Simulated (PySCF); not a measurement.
**Electron correlation in C²⁺ (carbon, charge +2)**

[He] 2s2, closed-shell 1S. Calculation: PySCF 2.14, in ANO-RCC-VTZP (4s3p2d1f, 30 functions); scalar relativity by spin-free X2C-1e. Frozen: 1s2; 2 electrons correlated.

With two correlated electrons CCSD is exact within the correlated space (frozen core and kept virtual orbitals).

```json
{"level": "CCSD", "correlation energy (mhartree)": "-73.54"}
```

Diagnostics: T1 = 0.0085, D1 = 0.0120, largest double amplitude 0.156.

A double-excitation amplitude exceeds 0.15, a sign of near-degeneracy.

Cost of the coupled-cluster step: about 0.26 core-seconds, for 2 correlated electrons.
